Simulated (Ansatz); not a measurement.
C₂H₉FSi₂, SMILES `C[SiH](C)[SiH2]F` from Hartree–Fock to CCSD(T)

Z-matrix (Å, degrees):
```
C
Si 1 1.876
H 1 1.093 2 110.6
H 1 1.092 2 111.0 3 120.0
H 1 1.093 2 111.0 3 -119.9
C 2 1.878 1 111.4 3 60.7
Si 2 2.347 1 110.1 3 -178.5
H 2 1.493 1 109.3 3 -60.2
H 6 1.093 2 111.1 1 60.5
H 6 1.092 2 111.4 1 -179.0
H 6 1.093 2 110.4 1 -59.2
F 7 1.611 2 110.2 1 55.1
H 7 1.489 2 112.6 1 175.0
H 7 1.491 2 111.7 1 -63.6
```

Total charge 0; spin multiplicity 1. Geometry: relaxed with PBE0-D4/def2-TZVP. It is one conformer, not always the lowest. Frozen core, restricted reference, Ansatz 0.2.0. CBS rows extrapolate triple and quadruple zeta; past MP2 they add the triple-zeta difference.

```
     basis     HF (Eh)  MP2 corr.  CCSD corr.       (T)  CCSD(T) total
def2-TZVPP  -758.45956          ?    -0.91683  -0.03134              ?
def2-QZVPP           ?   -0.92174           –         –              –
 CBS(def2)           ?          ?    -1.03129     as TZ              ?
```

Fill in the withheld values. (Best estimate.)

The calculation gave: def2-TZVPP MP2 corr.: -0.85599; def2-TZVPP CCSD(T) total: -759.40773; def2-QZVPP HF (Eh): -758.48648; CBS(def2) HF (Eh): -758.49019; CBS(def2) MP2 corr.: -0.97045; CBS(def2) CCSD(T) total: -759.55282.
